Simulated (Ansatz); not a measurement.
A nudged elastic band was laid between two geometries of AlH7N2O (11 atoms, charge 0, multiplicity 1).

Level of theory: RKS BHLYP/6-31G* in Ansatz 0.2.0.

```
movable images  : 7
climbing image  : yes
spring          : 5.0 eV/Å²
optimiser       : quadratic models (default)
start path      : through a guess of the saddle point
force threshold : 0.05 eV/Å
iteration limit : 60
end points      : relaxed
```

Initial state:

```xyz
11
Properties=species:S:1:pos:R:3
Al -0.145 -0.037 0.104
H -0.158 -1.011 1.359
N 1.501 0.382 -0.618
H 2.272 -0.230 -0.406
H 1.571 0.619 -1.595
N -1.563 -0.008 -0.979
H -2.486 -0.288 -0.702
H -1.593 0.413 -1.889
O 0.077 1.724 1.109
H 0.966 1.792 0.700
H 0.190 1.611 2.055
```

Final state:

```xyz
11
Properties=species:S:1:pos:R:3
Al 0.008 0.675 -0.589
H 0.011 0.039 3.355
N 1.558 0.079 -1.201
H 1.655 -0.629 -1.906
H 2.464 0.386 -0.899
N -1.527 0.096 -1.237
H -1.645 -0.583 -1.964
H -2.419 0.416 -0.907
O -0.076 1.838 0.654
H 0.694 2.201 1.080
H -0.092 0.449 2.751
```

Task: Which bonds break or form, and what moves?

Result: Bonds broken: Al1–H2, O9–H11. Bonds formed: H2–H11. AlH7N2O becomes AlH5N2O + H2.

Task: Give the energies along the band, and the barrier.

Result: The forces met the threshold. The highest image is number 3 of 0 to 8, 96.1 kJ/mol above the first end and 132.3 kJ/mol above the last; the last end lies 36.2 kJ/mol below the first. The profile has 2 maxima (images 3, 7) with wells between them (image 5): this band takes more than one step, which may be the mechanism or a detour left from its start path. Neighbouring images differ by up to 1.3 eV, so the band resolves the path poorly. A vibrational analysis at the climbing image gives one clearly imaginary mode, 1476i cm⁻¹: a first-order saddle point. The orbitals stay closed-shell, which can raise the energy where a bond breaks towards radicals; this wasn't checked here.

| image | path coordinate (Å) | energy (kJ/mol) | Al1–H2 (Å) | O9–H11 (Å) | H2–H11 (Å) |
| --- | --- | --- | --- | --- | --- |
| 0 | 0.00 | 0.0 | 1.59 | 0.96 | 2.73 |
| 1 | 3.07 | 7.2 | 1.59 | 0.98 | 3.10 |
| 2 | 6.14 | 15.5 | 1.59 | 0.96 | 3.56 |
| 3 | 9.21 | 96.1 | 1.79 | 1.22 | 1.06 |
| 4 | 10.81 | -32.3 | 3.11 | 2.40 | 0.74 |
| 5 | 12.40 | -36.2 | 4.13 | 2.51 | 0.74 |
| 6 | 14.00 | -27.2 | 4.23 | 2.46 | 0.74 |
| 7 | 15.60 | -26.3 | 4.22 | 2.55 | 0.74 |
| 8 | 17.20 | -36.2 | 3.99 | 2.52 | 0.74 |

Task: What is the geometry of the highest image?

Result: 
```xyz
11
Properties=species:S:1:pos:R:3
Al -0.029 0.357 -0.074
H -0.208 -0.230 1.612
N 1.547 0.174 -0.876
H 1.732 -0.545 -1.550
H 2.401 0.641 -0.636
N -1.525 -0.084 -0.911
H -2.378 -0.345 -0.454
H -1.672 0.009 -1.899
O 0.011 1.846 1.050
H 0.831 2.328 1.181
H -0.078 0.816 1.694
```

The band took 45 iterations and of the order of 18 core-minutes.

The run took 18 min on 1 thread of Arm Neoverse V1, on a shared host, peak memory 0.16 GiB.
